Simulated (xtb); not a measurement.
HCl$_{3}$OTi, charge -1, doublet, at the geometry of the source list (GFN-xTB shapes and energies of metal compounds can be far from the true ones) (the multiplicity is a formal guess); GFN2-xTB with GBSA(thf) (xtb 6.7.1).

The xtb input:
```
$ xtb mol.xyz --gfn 2 --chrg -1 --uhf 1 --gbsa thf --json

# file mol.xyz
6

Ti     0.24470000    -0.10830000    -0.00810000
Cl     1.87800000     1.07660000    -0.67620000
Cl     0.92440000    -0.91530000     1.84160000
Cl     0.28970000    -1.78160000    -1.32080000
O     -1.23420000     0.66130000     0.04460000
H     -2.10260000     1.06720000     0.11900000
```

Q: Write the output that xtb gives for this input, abridged.

A: 
```
   ID    Z sym.   atoms
    1   22 Ti     1
    2   17 Cl     2-4
    3    8 O      5
    4    1 H      6

           -------------------------------------------------
          |                Calculation Setup                |
           -------------------------------------------------

           -------------------------------------------------
          |                 G F N 2 - x T B                 |
           -------------------------------------------------

      * Solvation model:               GBSA
        Solvent                        thf
        Parameter file                 internal GFN2-xTB/GBSA
        Dielectric constant                7.6000E+00
        Reference state                gsolv [1 M gas/solution]
        Free energy shift                  3.3994E-03 Eh       2.1331E+00 kcal/mol
        Temperature                        2.9815E+02 K
        Density                            8.8300E-01 kg/L
        Solvent mass                       7.2106E+01 g/mol
        Interaction kernel             Still
        Born radius scaling (c1)           1.5128E+00
        Born radii integrator          GBOBC
        Born offset                        6.0704E-04 a0       1.1471E-03 AA
        H-bond correction              true
        Ion screening                  false
        Surface tension                    1.0000E-05 Eh       1.5569E+01 dyn/cm
        Grid points                               230 per atom

          ...................................................
          :                      SETUP                      :
          :.................................................:
          :  # basis functions                  45          :
          :  # atomic orbitals                  41          :
          :  # shells                           15          :
          :  # electrons                        33          :
          :  max. iterations                   250          :
          :  Hamiltonian                  GFN2-xTB          :
          :  restarted?                      false          :
          :  GBSA solvation                   true          :
          :  PC potential                    false          :
          :  electronic temp.          300.0000000     K    :
          :  accuracy                    1.0000000          :
          :  -> integral cutoff          0.2500000E+02      :
          :  -> integral neglect         0.1000000E-07      :
          :  -> SCF convergence          0.1000000E-05 Eh   :
          :  -> wf. convergence          0.1000000E-03 e    :
          :  Broyden damping             0.4000000          :
          :  net charge                         -1          :
          :  unpaired electrons                  1          :
          ...................................................

 iter      E             dE          RMSdq      gap      omega  full diag
   1    -20.3372055 -0.203372E+02  0.718E+00    0.03       0.0  T
   2    -20.4296865 -0.924810E-01  0.472E+00    0.02       1.0  T
   3    -20.4327412 -0.305470E-02  0.299E+00    0.02       1.0  T
   4    -20.4340804 -0.133915E-02  0.100E+00    0.02       1.0  T
   5    -20.4342848 -0.204468E-03  0.921E-01    0.02       1.0  T
   6    -20.4346041 -0.319224E-03  0.462E-01    0.02       1.0  T
   7    -20.4347267 -0.122593E-03  0.660E-02    0.02       1.0  T
   8    -20.4347326 -0.595591E-05  0.215E-02    0.02       1.9  T
   9    -20.4347329 -0.316134E-06  0.155E-02    0.02       2.6  T
  10    -20.4347331 -0.169787E-06  0.441E-03    0.02       9.2  T
  11    -20.4347331 -0.257089E-07  0.299E-03    0.02      13.7  T
  12    -20.4347331 -0.104396E-07  0.198E-03    0.02      20.6  T
  13    -20.4347331 -0.321775E-08  0.916E-04    0.02      44.6  T
  14    -20.4347331 -0.102222E-08  0.659E-04    0.02      61.9  T

   *** convergence criteria satisfied after 14 iterations ***

         :::::::::::::::::::::::::::::::::::::::::::::::::::::
         ::                     SUMMARY                     ::
         :::::::::::::::::::::::::::::::::::::::::::::::::::::
         :: total energy             -20.369681318150 Eh    ::
         :: total w/o Gsasa/hb       -20.358130380009 Eh    ::
         :: gradient norm              0.047398241481 Eh/a0 ::
         :: HOMO-LUMO gap              0.018784773357 eV    ::
         ::.................................................::
         :: SCC energy               -20.434727688818 Eh    ::
         :: -> isotropic ES            0.178827891643 Eh    ::
         :: -> anisotropic ES         -0.014970293056 Eh    ::
         :: -> anisotropic XC         -0.015007542189 Eh    ::
         :: -> dispersion             -0.005641363646 Eh    ::
         :: -> Gsolv                  -0.084884513777 Eh    ::
         ::    -> Gelec               -0.073333575637 Eh    ::
         ::    -> Gsasa               -0.006877282693 Eh    ::
         ::    -> Ghb                 -0.008073020505 Eh    ::
         ::    -> Gshift               0.003399365057 Eh    ::
         :: repulsion energy           0.065046370668 Eh    ::
         :: add. restraining           0.000000000000 Eh    ::
         :: total charge              -1.000000000000 e     ::
         :::::::::::::::::::::::::::::::::::::::::::::::::::::

           -------------------------------------------------
          |                Property Printout                |
           -------------------------------------------------

    * Orbital Energies and Occupations

         #    Occupation            Energy/Eh            Energy/eV
      -------------------------------------------------------------
         1        2.0000           -1.0552749             -28.7155
       ...           ...                  ...                  ...
         5        2.0000           -0.5454892             -14.8435
         6        2.0000           -0.4615538             -12.5595
         7        2.0000           -0.4420566             -12.0290
         8        2.0000           -0.4418733             -12.0240
         9        2.0000           -0.4262229             -11.5981
        10        2.0000           -0.4186451             -11.3919
        11        2.0000           -0.4181759             -11.3791
        12        2.0000           -0.4100393             -11.1577
        13        2.0000           -0.4092210             -11.1355
        14        2.0000           -0.4053342             -11.0297
        15        2.0000           -0.4047661             -11.0142
        16        2.0000           -0.4043482             -11.0029
        17        0.5898           -0.2453918              -6.6775 (HOMO)
        18        0.4102           -0.2447015              -6.6587 (LUMO)
        19                         -0.2046135              -5.5678
        20                         -0.2036898              -5.5427
        21                         -0.1985571              -5.4030
        22                          0.0414649               1.1283
        23                          0.0712883               1.9399
        24                          0.0713114               1.9405
        25                          0.0714699               1.9448
        26                          0.0714933               1.9454
        27                          0.0721660               1.9637
        28                          0.0721806               1.9641
       ...                                ...                  ...
        41                          0.8889282              24.1890
      -------------------------------------------------------------
                  HL-Gap            0.0006903 Eh            0.0188 eV
             Fermi-level           -0.2849583 Eh           -7.7541 eV

     #   Z          covCN         q      C6AA      α(0)
     1  22 Ti       3.009     0.661   107.299    25.295
     2  17 Cl       0.765    -0.470   114.476    16.367
     3  17 Cl       0.765    -0.470   114.485    16.367
     4  17 Cl       0.765    -0.466   114.344    16.357
     5   8 O        1.532    -0.644    26.329     6.922
     6   1 H        0.807     0.390     0.504     1.114

 Mol. C6AA /au·bohr⁶  :       2235.586157
 Mol. C8AA /au·bohr⁸  :     113270.034815
 Mol. α(0) /au        :         82.421761

Wiberg/Mayer (AO) data.
largest (>0.10) Wiberg bond orders for each atom

 ---------------------------------------------------------------------------
     #   Z sym  total        # sym  WBO       # sym  WBO       # sym  WBO
 ---------------------------------------------------------------------------
     1  22 Ti   3.722 --     5 O    1.159     4 Cl   0.843     2 Cl   0.838
                             3 Cl   0.838
     2  17 Cl   0.943 --     1 Ti   0.838
     3  17 Cl   0.942 --     1 Ti   0.838
     4  17 Cl   0.948 --     1 Ti   0.843
     5   8 O    2.069 --     1 Ti   1.159     6 H    0.801
     6   1 H    0.848 --     5 O    0.801
 ---------------------------------------------------------------------------

Topologies differ in total number of bonds
Writing topology from bond orders to xtbtopo.mol

molecular dipole:
                 x           y           z       tot (Debye)
 q only:       -2.487       1.274       0.151
   full:       -2.883       1.538       0.205       8.323
molecular quadrupole (traceless):
                xx          xy          yy          xz          yz          zz
 q only:        3.990      -3.634      -1.003      -0.475       0.368      -2.987
  q+dip:        6.605      -5.957      -1.728      -0.669       0.369      -4.876
   full:        6.893      -6.128      -1.833      -0.639       0.388      -5.060

           -------------------------------------------------
          | TOTAL ENERGY              -20.369681318150 Eh   |
          | GRADIENT NORM               0.047398241481 Eh/α |
          | HOMO-LUMO GAP               0.018784773357 eV   |
           -------------------------------------------------

normal termination of xtb
```
